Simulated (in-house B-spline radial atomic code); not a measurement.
A radial electron density 4πr²n(r) was computed for an atom or ion in its tabulated ground configuration with a B-spline radial code for spherical atoms; method: non-relativistic Hartree-Fock, average of configuration. Columns: r (bohr), 4πr²n(r) (electrons per bohr), bar.

```
 0.00207     1.62 #
 0.00258    2.423 ##
 0.00323    3.619 ###
 0.00404    5.333 ####
 0.00505    7.734 ######
 0.00632    11.03 #########
  0.0079    15.34 #############
 0.00988    20.74 #################
  0.0124    27.15 ######################
  0.0154    33.64 ###########################
  0.0193    39.84 ################################
  0.0241    44.13 ####################################
  0.0302    45.48 #####################################
  0.0378    43.58 ####################################
  0.0472       40 #################################
   0.059    37.86 ###############################
  0.0738    40.28 #################################
  0.0923    47.29 #######################################
   0.115    53.96 ############################################
   0.144    53.83 ############################################
    0.18    44.99 #####################################
   0.226     34.4 ############################
   0.282    31.92 ##########################
   0.353    36.96 ##############################
   0.441    39.07 ################################
   0.552    31.31 ##########################
    0.69    18.55 ###############
   0.863    9.544 ########
    1.08    6.762 ######
    1.35    6.434 #####
    1.69    5.196 ####
    2.11    3.068 ###
    2.64    1.312 #
     3.3   0.4875 
    4.12    0.266 
    5.16   0.2153 
    6.45   0.1516 
    8.06  0.07449 
    10.1  0.02286 
    12.6 0.004146 
    15.8 0.0003619 
    19.7 1.46e-05
```

(1) Which atom or ion is it?
A. Rb
B. Kr
C. Zr+
D. Sr

Results:

(1) A. The area under the curve, ∫4πr²n dr = ∫r·4πr²n d(ln r) on this logarithmic grid, is 37 electrons, which only this option has. The configuration is [Kr] 5s1.
